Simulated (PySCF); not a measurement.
## Indium: a sound run and one with changed settings

Sound run: In [Kr] 4d10 5s2 5p1, In⁺ [Kr] 4d10 5s2. Computed with PySCF 2.14 in x2c-SVPall, with the spin-free X2C one-electron Hamiltonian (Gaussian nucleus). In the sound run the correlated levels freeze [Kr] 4d10. The sound run starts from symmetry-adapted Hartree-Fock orbitals and uses a fine grid where one is needed.

Changed run: no relativity, point nucleus. This setting is unsound on purpose.

| species | method | sound run (hartree) | changed run (hartree) | converged |
| --- | --- | --- | --- | --- |
| In | UHF | -5877.61419 | -5621.73044 | yes |
| In | PBE0 | -5879.93707 | -5624.05270 | yes |
| In | M06-2X | -5880.78109 | -5624.91169 | yes |
| In | MP2 | -5877.63885 | -5621.75614 | yes |
| In | CCSD(T) | -5877.65159 | -5621.77200 | yes |
| In⁺ | UHF | -5877.42445 | -5621.51994 | yes |
| In⁺ | PBE0 | -5879.73103 | -5623.82500 | yes |
| In⁺ | M06-2X | -5880.57786 | -5624.68630 | yes |
| In⁺ | MP2 | -5877.44491 | -5621.54203 | yes |
| In⁺ | CCSD(T) | -5877.45534 | -5621.55604 | yes |

Ionisation energy of In:

| method | sound run (eV) | changed run (eV) |
| --- | --- | --- |
| UHF | 5.163 | 5.728 |
| PBE0 | 5.607 | 6.196 |
| M06-2X | 5.530 | 6.133 |
| MP2 | 5.277 | 5.826 |
| SCS-MP2 | 5.259 | 5.808 |
| CCSD | 5.330 | 5.861 |
| CCSD(T) | 5.340 | 5.877 |

Most of the change in total energy is the relativistic energy itself. On top of that the contraction fixes the core shape for the Hamiltonian it was made with, so the changed run is not a good calculation with the other Hamiltonian either.

For comparison, NIST gives 5.786 eV between the lowest levels.
